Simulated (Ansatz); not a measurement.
`COC(F)(F)[SiH3]`. Charge 0, multiplicity 1.

```csv
atom,x (Å),y (Å),z (Å)
C1,-2.0322,-0.0741,0.1218
O2,-0.7307,-0.1406,-0.4641
C3,0.3101,0.0968,0.3590
F4,0.1945,1.3343,0.9429
F5,0.2992,-0.7758,1.4192
Si6,1.9680,-0.0398,-0.6114
H7,-2.2255,0.9218,0.5229
H8,-2.1405,-0.8210,0.9095
H9,-2.7285,-0.2871,-0.6859
H10,3.0679,0.2317,0.3433
H11,1.9491,0.9665,-1.6981
H12,2.0686,-1.4125,-1.1590
```

Q: List the harmonic frequencies (cm⁻¹, unscaled) at PBE0-D4/def2-TZVP in Ansatz. (Estimate.)

A: Computed: 80, 122, 157, 163, 214, 312, 406, 515, 517, 632, 635, 769, 894, 934, 935, 1012, 1026, 1111, 1171, 1226, 1263, 1469, 1487, 1503, 2251, 2266, 2267, 3067, 3147, 3178.

Q: Is this a minimum?

A: Yes, all 30 modes are real.

Q: Give the ideal-gas thermochemistry at 298.15 K and 1 bar (rigid rotor, harmonic oscillator; point group Cs, symmetry number 1).

A: Zero-point energy 207.7 kJ/mol; H(298) − E = 230.9 kJ/mol; entropy 363.4 J/(mol·K), of which translation 167.7, rotation 114.5, vibration 81.2; G(298) − E = 122.6 kJ/mol. Modes under 100 cm⁻¹ are hindered rotations or soft bends, so the harmonic entropy is rough.

Q: And at 400, 500, 600, 800 and 1000 K?

A: 
```csv
T (K),H − E (kJ/mol),S (J/mol/K),G − E (kJ/mol)
400,244.6,402.4,83.6
500,260.2,437.2,41.6
600,277.7,469.1,-3.8
800,317.0,525.4,-103.4
1000,360.4,573.8,-213.4
```
